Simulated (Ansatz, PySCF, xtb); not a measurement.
Donor–acceptor adduct: BH3 (SMILES B) (first 4 atoms) with PH3 (SMILES P); geometry from B3LYP-D3(BJ)/def2-TZVP, rigid monomers moved along the line of their centres of mass till B1···P5 is 3.47 Å.
(charge 0, multiplicity 1):
```xyz
8

B     -0.0303    -0.0774     0.6721
H      1.0967    -0.4211     0.4177
H     -0.8416    -0.9688     0.6552
H     -0.3837     0.9320     0.1159
P      0.1222     0.8358     4.0199
H     -1.0579     1.2936     4.6330
H      0.5131    -0.1414     4.9527
H      0.9982     1.8752     4.3806
```

Counterpoise-corrected where a basis set is named; no monomer relaxation. Rows marked so take none.

Cores are frozen in the correlated methods. CBS(a, b) extrapolates the correlation energy as X⁻³ and adds the Hartree–Fock energy of set b. Rows in 6-311+G** carry no dispersion term and start afresh at each structure.

Codes used: Ansatz (Gaussian basis) for Hartree–Fock, density functionals and correlated methods; PySCF for 6-311+G** rows, the dispersion terms; xtb for the GFN methods. Values without a source in brackets are computed.

The comparison value is -214.7 meV (CCSD(T)/CBS(aug-cc-pV(D+d)Z, aug-cc-pV(T+d)Z)). It is a level with limits of its own, not the exact answer.

Order these levels by how close they come to the comparison value for the interaction energy, closest first: B3LYP/6-311+G** (no counterpoise), wB97M-V/def2-TZVPPD, GFN2-xTB, PBE/def2-TZVPPD, B3LYP-D3(BJ)/def2-TZVPPD. Give each level's value less the comparison value.

B3LYP/6-311+G** (no counterpoise) (-7.7 meV), wB97M-V/def2-TZVPPD (-16.9 meV), B3LYP-D3(BJ)/def2-TZVPPD (-36.8 meV), PBE/def2-TZVPPD (-44.1 meV), GFN2-xTB (154.7 meV)

Ansatz is a program for electronic structure.
